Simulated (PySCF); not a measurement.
C5H7BO2.
Geometry (PBE0-D3(BJ)/def2-SVP, Å), atoms numbered from 1 in this order:
```xyz
15
C5H7BO2 angstrom
C     -3.4641   -0.4180    0.3208
C     -2.0568    0.0248    0.1332
C     -0.9779   -0.7659    0.2813
C      0.3576   -0.3304    0.0819
C      1.5126    0.0304   -0.0849
B      2.9632    0.4832   -0.2937
O      3.2598    1.7993   -0.0898
O      3.8751   -0.4587   -0.6703
H     -3.5258   -1.4756    0.6160
H     -3.9680    0.1878    1.0928
H     -4.0470   -0.2831   -0.6062
H     -1.8934    1.0707   -0.1518
H     -1.1168   -1.8177    0.5635
H      4.1805    2.0343   -0.2370
H      4.7740   -0.1354   -0.7788
```

All values: PBE0/pcSseg-1 and B3LYP/def2-SVPD (PySCF, non-relativistic), on one gas-phase PBE0-D3(BJ)/def2-SVP geometry that isn't relaxed in the solvent. The solvent is an IEF-PCM continuum (cavity from Bondi-type radii × 1.2). Specific hydrogen bonds and non-electrostatic terms are outside this model.

Gas phase at PBE0/pcSseg-1: HOMO -6.67 eV, LUMO -1.03 eV, dipole 1.24 D.

Problem. What does the continuum do to the energy, the frontier levels and the dipole at PBE0/pcSseg-1 in benzene and tetrahydrofuran?

Solution. 
```json
{"solvent": "benzene", "ε": "2.271", "E(solvent) − E(gas) (kcal/mol)": "-5.32", "polarisation term (kcal/mol)": "-5.70", "distortion of the solute (kcal/mol)": "0.38", "HOMO (eV)": "-6.77", "LUMO (eV)": "-1.10", "dipole (D)": "1.23"}
{"solvent": "tetrahydrofuran", "ε": "7.426", "E(solvent) − E(gas) (kcal/mol)": "-10.10", "polarisation term (kcal/mol)": "-11.49", "distortion of the solute (kcal/mol)": "1.39", "HOMO (eV)": "-6.88", "LUMO (eV)": "-1.19", "dipole (D)": "1.24"}
```

The first energy column is the sum of the next two and covers electrostatics alone. From benzene to tetrahydrofuran the lowering changes by a factor 1.90, Onsager's factor (ε − 1)/(2ε + 1) by 1.77 and ε itself by 3.3.

Problem. Which radius a makes the point-dipole formula ΔE = −[(ε − 1)/(2ε + 1)]·μ²/a³ give the value in tetrahydrofuran, with the gas-phase dipole?

Solution. μ = 0.489 au and |ΔE| = 0.01610 Eh give a = 0.96 Å; the farthest nucleus lies 4.85 Å from the centroid of the nuclei, so such a sphere wouldn't even hold the nuclei. The formula assumes a rigid point dipole at the centre of a sphere.

Problem. Give the dipole vector in the frame of the coordinates (D, pointing from negative to positive charge), gas and tetrahydrofuran.

Solution. Gas (0.95, 0.76, -0.27), solvent (0.80, 0.90, -0.30). Its length changes by 0 % and its direction by 9°.

Problem. Which Hirshfeld charges (PBE0/pcSseg-1) respond most in benzene (means over atoms taken as equivalent)?

Solution. 
| atoms | environment | gas (e) | solvent (e) | change |
| --- | --- | --- | --- | --- |
| C5 | alkyne carbon | -0.140 | -0.152 | -0.012 |
| H14/H15 | hydroxyl hydrogen | +0.178 | +0.188 | +0.010 |
| C4 | alkyne carbon | -0.035 | -0.041 | -0.006 |
| O7/O8 | boron-bound oxygen | -0.256 | -0.261 | -0.005 |
| C3 | alkene CH carbon | -0.048 | -0.053 | -0.005 |
| B6 | three-coordinate boron | +0.244 | +0.240 | -0.004 |
| C2 | alkene CH carbon | -0.013 | -0.009 | +0.004 |
| H13 | vinylic hydrogen | +0.054 | +0.057 | +0.003 |
| H9/H10/H11 | methyl hydrogen | +0.050 | +0.053 | +0.003 |
| H12 | vinylic hydrogen | +0.051 | +0.054 | +0.003 |
| C1 | allylic carbon | -0.109 | -0.108 | +0.001 |

Problem. How do the nuclear quadrupole coupling constants eQVzz/h respond in benzene?

Solution. 
```csv
nucleus,Q (barn),gas (MHz),solvent (MHz),η gas,η solvent
11B at B6,0.04059,3.01,3.00,0.24,0.21
17O at O7,-0.0256,-8.80,-8.46,0.21,0.20
17O at O8,-0.0256,-8.80,-8.47,0.20,0.20
```

Gas phase at B3LYP/def2-SVPD: HOMO -6.51 eV, LUMO -1.29 eV, dipole 0.97 D.

Problem. What does the continuum do to the energy, the frontier levels and the dipole at B3LYP/def2-SVPD in benzene?

Solution. 
```tsv
solvent	ε	E(solvent) − E(gas) (kcal/mol)	polarisation term (kcal/mol)	distortion of the solute (kcal/mol)	HOMO (eV)	LUMO (eV)	dipole (D)
benzene	2.271	-4.75	-5.16	0.41	-6.56	-1.33	1.01
```

Problem. How does the static polarisability (B3LYP/def2-SVPD, frozen core, with the continuum's full static response) change?

Solution. 
```tsv
medium	isotropic (au)	principal values (au)	⟨r²⟩ of the electrons (bohr²)
gas	93.7	56.0, 70.6, 154.5	1816.3
benzene	105.8	63.0, 80.5, 174.0	1814.0
```

The isotropic value in benzene is 1.13 times the gas-phase one; no cavity-field correction is applied. ⟨r²⟩ is taken about the centre of nuclear charge.

On Arm Neoverse V2, one thread, no GPU, on a shared host, this took 19 s and 1.1 GiB of memory at its peak. This is the whole shielding run at PBE0/pcSseg-1 in tetrahydrofuran, SCF included.
